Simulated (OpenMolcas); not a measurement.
**Computed levels of Sn+**

| Item | Value |
| --- | --- |
| Program | OpenMolcas |
| Method | CASSCF |
| Basis | ANO-RCC-VTZP [7s6p4d2f1g] |
| Scalar Hamiltonian | DKH2, point nucleus |
| Active space | 1 electron in 3 orbitals (5p) |
| State averaging | 2S+1 = 2 odd, 3 roots |
| Spin-orbit coupling | state interaction with AMFI integrals over the reference wave functions, term energies averaged over their components |

Spin-free terms above the lowest, with the occupations of the reference:

| Configuration | Term | E (cm⁻¹) | Occupations |
| --- | --- | --- | --- |
| 5s² 5p | ²P° | 0.0 | 5p 1.00 |

With spin-orbit coupling, above the lowest level:

```csv
Configuration,Term,J,E (cm⁻¹),Measured (cm⁻¹),g,Term weight %
5s² 5p,²P°,1/2,0.0,0.0,0.666,100
5s² 5p,²P°,3/2,3660,4251,1.334,100
```

Against the measured value (NIST Handbook of Basic Atomic Spectroscopic Data): 5s² 5p ²P°_3/2: computed 3660, measured 4251 cm⁻¹ (-13.9 %).

Spin-orbit coupling puts the lowest level 2440 cm⁻¹ below the lowest spin-free term.

With one active electron the reference holds no correlation, so core polarisation is missing. Measured partners are found by configuration, term and J. A level has none where our copy of the source lacks it or the pairing is in doubt (some pairs that miss far off the trend of their configuration count as doubtful), and it then counts in no deviation. Levels of configurations outside the active space are missing.

The term weight is that of the spin-free term in the level, not the purity of its configuration. ° marks odd parity.
